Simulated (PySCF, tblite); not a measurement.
# Complex of Be2+, chloride and 2 × hydrogen fluoride

A gas-phase complex of Be2+, chloride and 2 × hydrogen fluoride; charge +1, singlet. The structure comes from a short search (6 tight-binding starts) and was relaxed by PBE0-D3(BJ)/def2-SVPD; another way of binding may lie lower. Frequencies by PBE0-D3(BJ)/def2-SVPD show no clear imaginary mode.

Parts: 1 = Be2+ ([Be+2]), atoms 1, charge +2; 2 = chloride ([Cl-]), atoms 2, charge -1; 3 = hydrogen fluoride (F), atoms 3–4; 4 = hydrogen fluoride (F), atoms 5–6.

```xyz
6

Be    0.207    0.591    0.918
Cl    0.885    0.404   -0.734
F    -0.388   -0.527    1.933
H    -0.446   -1.449    1.743
F     0.018    1.924    1.825
H     0.259    2.798    1.567
```
(Å; atoms numbered from 1)

Contacts between parts, classed by geometry: Be1···F3 1.624 Å (bond); Be1···F5 1.624 Å (bond); Be1···Cl2 1.795 Å (bond).

The parts are joined by the bonds Be1–F3 and Be1–F5 and Be1–Cl2, so these are energies of forming such bonds; deforming the relaxed parts to their shape in the adduct costs 0.5 kcal/mol, which the interaction energies leave out.

Interaction energies are complex less parts, with the parts frozen as they stand in it; counterpoise-corrected, in kcal/mol (PySCF).

(1) Give the interaction energy at each level run.

(2) What holds them together? Decompose the wB97M-D3(BJ)/def2-TZVPD energy: frozen parts, their antisymmetrised product, then relaxation.

(3) Are the pair energies additive?

The parts were also relaxed and run alone, at the levels used for the complex: shieldings by PBE0/aug-pcSseg-2.

Values alone: shielding of Be1 (ppm): 130.4; shielding of F3 (ppm): 411.2; shielding of F5 (ppm): 411.2.

(4) How do these values change when the complex forms?

(5) What are the binding energy from relaxed parts (wB97M-D3(BJ)/def2-TZVPD), and ΔH and ΔG of association at 298.15 K and 1 atm?

## Answers

(1) 
```tsv
level	interaction	superposition error removed
wB97M-D3(BJ)/def2-TZVPD	-530.43	-0.29
PBE0-D3(BJ)/def2-TZVPD	-535.09	-0.33
```

(2) electrostatic -411.6, Pauli repulsion +95.3, orbital relaxation -212.0, dispersion correction -2.4 kcal/mol, which sum to the value before the counterpoise correction; the Pauli term holds the exchange-correlation of the frozen density too. Of the attraction, 66 % is electrostatic, 34 % is orbital relaxation, 0 % is dispersion correction.

(3) The pairs sum to -618.65 kcal/mol (1–2 -441.3, 1–3 -93.4, 1–4 -93.5, 2–3 3.5, 2–4 3.6, 3–4 2.3); the rest of +88.21 is a many-body weakening.

(4) 
```csv
property,alone,in the complex,change
shielding of Be1 (ppm),130.4,101.4,-29.0
shielding of F3 (ppm),411.2,378.2,-33.0
shielding of F5 (ppm),411.2,378.6,-32.6
```

(5) -529.97 kcal/mol, -524.11 with zero-point energy; ΔH -526.9 and ΔG -503.8 kcal/mol, from harmonic vibrations by PBE0-D3(BJ)/def2-SVPD with low modes damped.

Multiply charged ions in the gas phase bind far more strongly than in solution.
